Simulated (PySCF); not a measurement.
# Steps of a relaxation of Pb(OH)4

Pb(OH)4 (singlet). PySCF 2.14.0, RKS BP86, Pb def2-SVP with ECP60, O def2-SVP, H def2-SVP; non-relativistic Hamiltonian with scalar-relativistic core potentials where named; density fitting; no spin-orbit coupling. Origin of the start: template. Columns: position (Å) and force (eV/Å). Energies are counted from the last step; some of the 53 steps are shown. Forces carry noise of the integration grid, about 0.01 to 0.03 eV/Å.

Run from Python with OMP_NUM_THREADS=2. Where DIIS fails, smearing, a level shift and second-order steps follow.
It took 3.6 min on 2 threads of Arm Neoverse V1, with other jobs on the host, from the converged density of the start.

```xyz
9
step 0  E = 4.909 eV
Pb   -0.0038   -0.1208    0.0000    -0.34   -1.82    0.76
O    -0.0038   -0.1208    1.9184     0.16   -1.75    3.44
H    -0.0038    0.2292    2.8184    -0.15    0.38   -0.24
O    -0.0038   -0.1208   -1.9184     0.00    0.61   -3.89
H    -0.0038   -0.4708   -2.8184    -0.06   -1.07    0.13
O     1.6798    0.7989    0.0000     3.55    2.67   -0.02
H     2.6374    0.9233    0.0000     0.11   -0.59   -0.06
O    -1.6477    0.8681    0.0000    -3.54    1.51    0.01
H    -2.2384    1.6320    0.0000     0.27    0.06   -0.13
```

```xyz
9
step 17  E = 0.083 eV
Pb    0.0462    0.3646    0.0126    -0.07    0.08    0.10
O     0.1498   -1.0224    1.6366     0.04    0.01   -0.33
H    -0.3071   -0.5234    2.3460    -0.07    0.01    0.15
O     0.1303   -0.3733   -1.9768     0.03   -0.20   -0.18
H    -0.1469   -1.3157   -2.0623    -0.02    0.22    0.30
O     1.6609    1.7539    0.0543     0.06   -0.29   -0.02
H     2.4352    1.1677   -0.1169    -0.02    0.23    0.01
O    -1.7262    1.4640    0.4205     0.03   -0.15    0.07
H    -1.8300    2.1025   -0.3140     0.02    0.08   -0.12
```

```xyz
9
step 35  E = 0.007 eV
Pb    0.0401    0.4286    0.0195    -0.04    0.06    0.09
O     0.0784   -1.1323    1.4576     0.03   -0.04   -0.07
H    -0.3199   -0.7658    2.2749    -0.04    0.06    0.05
O     0.2340   -0.5199   -1.8663     0.02    0.01   -0.06
H    -0.1911   -1.3990   -1.7668    -0.02   -0.02    0.02
O     1.6377    1.8258    0.1262     0.03   -0.06   -0.04
H     2.3950    1.3710   -0.3071    -0.05    0.04    0.03
O    -1.7575    1.5223    0.3434     0.09    0.18   -0.22
H    -1.7045    2.2872   -0.2814    -0.01   -0.22    0.21
```

Task: Where does the relaxation end?

Result: It converges at step 52 in S4:
```xyz
9
step 52  E = 0
Pb    0.0511    0.4006    0.0044
O     0.0489   -1.1320    1.4733
H    -0.4672   -0.7637    2.2235
O     0.2854   -0.5808   -1.8623
H    -0.1203   -1.4676   -1.7415
O     1.6012    1.8468    0.0905
H     2.3451    1.4624   -0.4231
O    -1.7524    1.4793    0.3017
H    -1.5794    2.3730   -0.0665
```

Task: How did the contacts change?

Result: 
```json
{"contact": "Pb1–O2 (OH)", "start (Å)": "1.918", "end (Å)": "2.123"}
{"contact": "Pb1–O4 (OH)", "start (Å)": "1.918", "end (Å)": "2.122"}
{"contact": "Pb1–O6 (OH)", "start (Å)": "1.918", "end (Å)": "2.122"}
{"contact": "Pb1–O8 (OH)", "start (Å)": "1.918", "end (Å)": "2.122"}
```
